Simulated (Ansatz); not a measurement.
`CO[SiH](C)C#N` + H–F → `CO[SiH](F)C#N` + CH₄ at 500 K and 1 bar (ligand exchange at the Si–C bond).

Isolated molecules relaxed with PBE0-D4/def2-TZVP in Ansatz; ΔE leaves out vibrations. CCSD(T)/CBS adds triple-zeta CCSD(T) − MP2 to the extrapolated MP2 energy (def2 sets, frozen cores). This one scheme is used for every species. Each species was taken in one conformer, which may not be the lowest.

| species | CCSD(T)/CBS energy (Eh) | H − E (kJ/mol) | S (J/(mol·K)) |
| --- | --- | --- | --- |
| `CO[SiH](C)C#N` | -537.36905 | 310.4 | 460.1 |
| H–F | -100.39570 | 39.4 | 188.7 |
| `CO[SiH](F)C#N` | -597.35672 | 215.0 | 430.0 |
| CH₄ | -40.46206 | 135.6 | 206.8 |

H − E and S are ideal-gas, rigid-rotor, harmonic terms from PBE0-D4/def2-TZVP, for one conformer and one mirror image of each species. 1 Eh = 2625.50 kJ/mol, R = 8.31446 J/(mol·K).

Task: By hand: ΔE, ΔH, ΔS and ΔG.

Result: ΔE = (-597.35672) + (-40.46206) − (-537.36905) − (-100.39570) = -0.05403 Eh = -141.9 kJ/mol. Δ(H − E) = 215.0 + 135.6 − 310.4 − 39.4 = 0.8, so ΔH = -141.1 kJ/mol. ΔS = 430.0 + 206.8 − 460.1 − 188.7 = -12.0 J/(mol·K). ΔG = -141.1 − 500 × (-12.0)/1000 = -135.1 kJ/mol.

Task: By hand: the equilibrium constant, and the temperature at which ΔG would vanish if ΔH and ΔS stayed fixed.

Result: log₁₀ K = −ΔG/(RT ln 10) = 14.1. ΔG = 0 at ΔH/ΔS = 11758 K, far beyond where these terms or the molecules hold.

The number of gas molecules stays the same, so ΔS is small and ΔH decides. A doubt of 5 kJ/mol in ΔE shifts log₁₀ K by 0.5 here. Other conformers and mirror images would add mixing entropy, several J/(mol·K) or more a flexible species. These are equilibria of isolated gas molecules and say nothing of rates. Largest T1 diagnostic: 0.013 (customary marks: 0.02 for closed shells, 0.045 for open ones).
